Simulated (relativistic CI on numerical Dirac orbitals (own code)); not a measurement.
# Ligand-field terms of d3

Computed with a parametric ligand-field model of a d^n configuration (Racah B and C, spin-orbit zeta, crystal field), exact diagonalisation.

Field parameters in Wybourne normalisation: Oh B⁴₀ = 21Dq, B⁴₄ = √(5/14) B⁴₀. The field is a parameter set, without covalency.

B = 550 cm⁻¹, C = 2190 cm⁻¹ (C/B = 3.98), Oh, no spin-orbit coupling. Tanabe-Sugano data, E/B above the lowest term (Δ = |10Dq|; b, c mark the second and third term of a kind):

| Δ/B | 4A2 | 4T2 | 4T1 | 4T1(b) | 2E | 2T1 | 2T2 |
| --- | --- | --- | --- | --- | --- | --- | --- |
| 1.0 | 0.00 | 1.00 | 1.79 | 16.21 | 16.84 | 16.91 | 17.29 |
| 5.0 | 0.00 | 5.00 | 8.68 | 21.32 | 18.08 | 18.80 | 21.90 |
| 9.0 | 0.00 | 9.00 | 15.00 | 27.00 | 18.52 | 19.44 | 24.88 |
| 13.0 | 0.00 | 13.00 | 20.68 | 33.32 | 18.80 | 19.76 | 26.53 |
| 17.0 | 0.00 | 17.00 | 25.79 | 40.21 | 19.00 | 19.97 | 27.69 |
| 21.0 | 0.00 | 21.00 | 30.51 | 47.49 | 19.17 | 20.11 | 28.58 |
| 25.0 | 0.00 | 25.00 | 35.00 | 55.00 | 19.30 | 20.21 | 29.30 |
| 29.0 | 0.00 | 29.00 | 39.34 | 62.66 | 19.42 | 20.29 | 29.88 |
| 33.0 | 0.00 | 33.00 | 43.58 | 70.42 | 19.51 | 20.36 | 30.36 |
| 37.0 | 0.00 | 37.00 | 47.77 | 78.23 | 19.60 | 20.41 | 30.76 |
| 41.0 | 0.00 | 41.00 | 51.91 | 86.09 | 19.68 | 20.45 | 31.10 |
| 45.0 | 0.00 | 45.00 | 56.03 | 93.97 | 19.75 | 20.49 | 31.39 |

The ground term stays 4A2.
